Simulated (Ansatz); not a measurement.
Consider the cleavage of the Ge–Si bond: `B[CH2][GeH2][SiH3]` + H–F → `B[CH2][GeH2][F]` + SiH₄.

Isolated molecules relaxed with PBE0-D4/def2-TZVP in Ansatz; ΔE leaves out vibrations. CBS: MP2 limit from def2 TZ/QZ plus the TZ coupled-cluster correction, frozen cores. This one scheme is used for every species. DFT in def2-TZVPP. B3LYP here is the variant with VWN-RPA as its local correlation; programs differ in this. For Ge outer-core shells are correlated without core-valence functions, which leaves a few kJ/mol of doubt a bond. Scalar relativity is left out up to krypton. One conformer a species, not always the lowest.

`B[CH2][GeH2][SiH3]`:

Z-matrix (Å, degrees):
```
Ge
C 1 2.022
B 1 2.585 2 35.9
Si 1 2.391 2 115.2 3 -25.3
H 1 1.537 2 107.8 3 98.1
H 1 1.539 2 106.1 3 -144.8
H 2 1.089 1 105.4 3 120.7
H 2 1.089 1 104.3 3 -121.0
H 3 1.200 1 108.3 2 -114.7
H 3 1.200 1 104.3 2 118.0
H 4 1.488 1 107.7 2 180.0
H 4 1.484 1 111.7 2 60.4
H 4 1.485 1 110.0 2 -61.6
```

H–F:

```xyz
2

F    -0.438    0.122    0.068
H     0.438   -0.122   -0.068
```

`B[CH2][GeH2][F]`:

```xyz
10

B     0.781   -0.815   -1.153
C    -0.069    0.387   -0.722
Ge   -0.432    0.235    1.202
F    -1.396    1.641    1.571
H     0.262   -1.839   -1.492
H     1.976   -0.771   -1.091
H    -1.072    0.426   -1.155
H     0.426    1.359   -0.800
H     0.826    0.353    2.073
H    -1.303   -0.975    1.566
```

SiH₄:

Z-matrix (Å, degrees):
```
Si
H 1 1.485
H 1 1.485 2 109.5
H 1 1.485 2 109.5 3 -120.0
H 1 1.485 2 109.5 3 120.0
```

CCSD(T)/CBS gives -9.1 kcal/mol.

Question: Another level gave -10.5 kcal/mol. Which?
A. r2SCAN-D4/def2-TZVPP
B. B3LYP-D4/def2-TZVPP
C. PBE0-D4/def2-TZVPP
D. B2PLYP/def2-TZVPP

Answer: A. r2SCAN-D4 -10.5, B2PLYP -13.8, B3LYP-D4 -11.9, PBE0-D4 -7.2 kcal/mol.

Largest T1 diagnostic among the species: 0.012.

The D4 term adds +3.0 kcal/mol with B3LYP and +1.7 kcal/mol with PBE0; it sums over pairs of atoms, weighted by their polarisabilities, and B3LYP, whose exchange is more repulsive, gets the larger term. In def2-TZVPP, CCSD(T) changes the Hartree–Fock value by +11.7 kcal/mol (the triples alone add +1.4 kcal/mol) and MP2 by +12.0 kcal/mol.
